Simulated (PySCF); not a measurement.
# Exercise with solution: dipole moment from atomic charges

B(NCO)2(OH) (C2HBN2O3), SMILES O=C=NB(O)N=C=O. Atoms are numbered in the order given.

```xyz
9

B     -0.7732     0.0014     0.0000
N     -0.4253     1.3974     0.0000
C      0.4344     2.2470     0.0000
O      1.1959     3.1337     0.0000
N      0.2529    -0.9949     0.0000
C      0.6168    -2.1451     0.0000
O      1.0565    -3.2288     0.0000
O     -2.0726    -0.3814     0.0000
H     -2.6726     0.3760     0.0000
```

Coordinates come from a r2SCAN-D4/def2-SVP optimisation. One conformer was computed; it need not be the lowest.

Charges (e) from PBE/def2-TZVP run with PySCF:

```csv
atom,ESP fit,IAO
B1,0.827,0.469
N2,-0.670,-0.376
C3,0.685,0.514
O4,-0.349,-0.312
N5,-0.582,-0.358
C6,0.649,0.513
O7,-0.347,-0.316
O8,-0.649,-0.515
H9,0.435,0.380
```

The dipole moment of the full density is 2.24 D.

Question: What dipole moment does each set of point charges give, and which comes closer to that of the density?

Answer: 
μ = Σ q r, and 1 e Å = 4.8032 D.
ESP fit: Σ q r = (-0.405, 0.229, 0.000) e Å, |μ| = 2.24 D.
IAO: Σ q r = (-0.409, 0.268, 0.000) e Å, |μ| = 2.35 D.
ESP fit comes closer in size. Point charges leave out the atoms' own dipoles (lone pairs, polarised bonds); fits to the potential absorb them, partitions of the density don't.
